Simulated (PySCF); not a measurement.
C₂H₃ClFNSi, SMILES C#C[Si@@](N)(F)Cl. Atoms are numbered in the order given.

```xyz
9

C      2.6311     0.0926    -1.1769
C      1.4855    -0.0144    -0.7829
Si    -0.2269    -0.1669    -0.1931
N     -1.2865     0.5484    -1.3066
F     -0.4978    -1.7475     0.0591
Cl    -0.4892     0.7227     1.6456
H      3.6449     0.1877    -1.5221
H     -2.2414     0.7943    -1.0701
H     -1.1247     0.4890    -2.3062
```
Charge 0, spin multiplicity 1.

Coordinates come from a B3LYP-D3(BJ)/def2-SVP optimisation. The structure was generated by enumeration; whether it is a known compound was not checked. The values are those of a single conformer.

The numbers are results of PySCF with PBE/def2-TZVP, not measurements.

Atomic charges (e):

| atom | Löwdin | meta-Löwdin | Mulliken |
|---|---|---|---|
| C1 | -0.06 | -0.12 | -0.14 |
| C2 | -0.18 | -0.31 | [?] |
| Si3 | -0.32 | 1.22 | 0.67 |
| N4 | -0.20 | -0.72 | -0.56 |
| F5 | 0.03 | -0.48 | [?] |
| Cl6 | 0.27 | -0.27 | [?] |
| H7 | 0.13 | 0.18 | [?] |
| H8 | 0.17 | 0.25 | 0.24 |
| H9 | 0.17 | 0.26 | 0.24 |

Question: Some entries are withheld; supply them. (Estimate from the structure and the level; the computed values follow.)

Answer: 
- C2, Mulliken: -0.16
- F5, Mulliken: -0.26
- Cl6, Mulliken: -0.21
- H7, Mulliken: 0.18

Computed Mayer and Wiberg (Löwdin basis) orders of the bonds:
```
bond     Mayer  Wiberg
-------  -----  ------
C1–C2     2.70    2.98
C2–Si3    1.02    1.12
Si3–N4    1.26    1.58
Si3–F5    1.18    1.70
Si3–Cl6   1.17    1.80
C1–H7     0.98    0.92
N4–H8     0.91    0.94
N4–H9     0.91    0.94
```
